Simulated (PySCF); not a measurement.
**Electron correlation in Sr (strontium, neutral)**

Starting occupation: [Kr] 5p2, 5p3/2 with m_j = +1/2, +3/2. Calculation: PySCF 2.14, in x2c-TZVPall-2c (8s9p7d1f, 77 functions); X2C-1e with screened-nucleus spin-orbit coupling, Gaussian nucleus. Frozen: [Ar] 3d10; 10 electrons correlated; the 6 highest virtual spinors left out.

MP2 pair energies summed by pair of shells (mhartree):

```tsv
pair	energy	share (%)
4p-4p	-129.08	69.1
4p-4s	-31.86	17.0
4p-5p	-14.55	7.8
4s-4s	-6.77	3.6
5p-5p	-4.13	2.2
4s-5p	-0.54	0.3
```

Total MP2 correlation energy: -186.93 mhartree.

The GHF reference relaxed away from the jj start to a determinant that is no pure jj level (⟨S²⟩ = 2.00, ⟨J²⟩ = 6.00); the energies belong to that determinant.

This basis was not built for core-valence correlation, so the inner-shell part is incomplete.
